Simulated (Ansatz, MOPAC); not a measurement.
Species: SiF2, charge 0, multiplicity 1. SMILES: F[Si]F

Atoms: Si1, F2, F3. Bonds: Si1-F2, Si1-F3.

Bond lengths (Å) and angles (degrees) optimised at PM6 with MOPAC; PM7 with MOPAC; MNDO with MOPAC; HF/3-21G with Ansatz (a first-principles code), each started from the B3LYP-D3(BJ)/def2-TZVP structure (Ansatz) of the last column. A row stands for all coordinates that are equal there. No wavenumbers were computed at MNDO, so these may be saddle points.

```csv
coordinate,PM6,PM7,MNDO,HF/3-21G,B3LYP-D3(BJ)/def2-TZVP
Si1-F2,1.555,1.570,1.578,1.625,1.609
F2-Si1-F3,179.9,99.7,96.9,96.6,100.8
```

Mean signed difference of all 2 bond lengths from B3LYP-D3(BJ)/def2-TZVP: PM6 -0.054 Å, PM7 -0.039 Å, MNDO -0.031 Å, HF/3-21G 0.016 Å.
